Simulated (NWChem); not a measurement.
System: H2PO4 anion

Here is an NWChem input.

```
start job
memory heap 200 mb stack 900 mb global 1100 mb
charge -1
geometry units angstroms noautosym nocenter noautoz
  O     -1.025783    -0.875694    -0.842866
  P      0.000000     0.000000    -0.158431
  O      1.025783     0.875694    -0.842866
  O      0.857174    -0.975105     0.915714
  O     -0.857174     0.975105     0.915714
  H      1.736491    -0.584013     0.983600
  H     -1.736491     0.584013     0.983600
end
basis spherical
  * library def2-svp
end
dft
  xc hfexch
  iterations 150
end
property
  efieldgrad
end
task dft property
```

Parts of the log:

```
             Northwest Computational Chemistry Package (NWChem) 7.3.0
             --------------------------------------------------------

                             Geometry "geometry" -> ""
                             -------------------------

 Output coordinates in angstroms (scale by  1.889725989 to convert to a.u.)

  No.       Tag          Charge          X              Y              Z
 ---- ---------------- ---------- -------------- -------------- --------------
    1 O                    8.0000    -1.02578300    -0.87569400    -0.84286600
    2 P                   15.0000     0.00000000     0.00000000    -0.15843100
    3 O                    8.0000     1.02578300     0.87569400    -0.84286600
    4 O                    8.0000     0.85717400    -0.97510500     0.91571400
    5 O                    8.0000    -0.85717400     0.97510500     0.91571400
    6 H                    1.0000     1.73649100    -0.58401300     0.98360000
    7 H                    1.0000    -1.73649100     0.58401300     0.98360000

 Effective nuclear repulsion energy (a.u.)     262.7663050514

  xc_inp: hfexch multiplicative factor not found.
                              NWChem Property Module
                              ----------------------

  itol2e modified to match energy
  convergence criterion.

                                 NWChem DFT Module
                                 -----------------

 Summary of "ao basis" -> "ao basis" (spherical)
 ------------------------------------------------------------------------------
       Tag                 Description            Shells   Functions and Types
 ---------------- ------------------------------  ------  ---------------------
 O                          def2-svp                 6       14   3s2p1d
 P                          def2-svp                 8       18   4s3p1d
 H                          def2-svp                 3        5   2s1p

  itol2e modified to match energy
  convergence criterion.

[...]

          -----------------------
          Electric field gradient
          -----------------------

 1 a.u. = 0.324123 10**(16) esu/cm**3  ( or statvolts/cm**2 ) = 0.97174 10**(22) v/m**2

 ------------------------------------------------------------
   Atom      X         Y         Z
 ------------------------------------------------------------
    1 O   -1.93845  -1.65482  -1.59279
 ------------------------------------------------------------

 Electric field gradient in molecular frame (a.u.)
         XX             YY             ZZ             XY             XZ             YZ
 ------------------------------------------------------------------------------------------
       -0.245124       0.002563       0.242561      -0.628976      -0.449376      -0.385886

 Principal components (a.u.) and orientation
 of principal axis w.r.t. absolute frame                      Asymmetry parameter eta
 --------------------------------------------------------------------------------------
       -1.036525       0.529832       0.506693                       0.022324

        0.698738      -0.265845      -0.664147
        0.578991       0.755423       0.306765
        0.420160      -0.598884       0.681765

 ------------------------------------------------------------
   Atom      X         Y         Z
 ------------------------------------------------------------
    2 P    0.00000   0.00000  -0.29939
 ------------------------------------------------------------

 Electric field gradient in molecular frame (a.u.)
         XX             YY             ZZ             XY             XZ             YZ
 ------------------------------------------------------------------------------------------
        0.328939      -0.012916      -0.316023       0.945071      -0.000000       0.000000

 Principal components (a.u.) and orientation
 of principal axis w.r.t. absolute frame                      Asymmetry parameter eta
 --------------------------------------------------------------------------------------
        1.118415      -0.802393      -0.316023                       0.434874

        0.767455      -0.641103       0.000000
        0.641103       0.767455       0.000000
        0.000000       0.000000       1.000000

 ------------------------------------------------------------
   Atom      X         Y         Z
 ------------------------------------------------------------
    3 O    1.93845   1.65482  -1.59279
 ------------------------------------------------------------

 Electric field gradient in molecular frame (a.u.)
         XX             YY             ZZ             XY             XZ             YZ
 ------------------------------------------------------------------------------------------
       -0.245124       0.002563       0.242561      -0.628976       0.449376       0.385886

 Principal components (a.u.) and orientation
 of principal axis w.r.t. absolute frame                      Asymmetry parameter eta
 --------------------------------------------------------------------------------------
       -1.036525       0.529832       0.506693                       0.022324

        0.698738      -0.265845       0.664147
        0.578991       0.755423      -0.306765
       -0.420160       0.598884       0.681765

 ------------------------------------------------------------
   Atom      X         Y         Z
 ------------------------------------------------------------
    4 O    1.61982  -1.84268   1.73045
 ------------------------------------------------------------

[...]
```

Level: Hartree-Fock/def2-SVP. Sets without diffuse functions describe the anion's extra electron poorly. Structure relaxed at the B3LYP/def2-SVPD level. Not confirmed as a minimum by frequencies. NWChem prints the field gradient with the sign opposite to the second derivative of the potential.
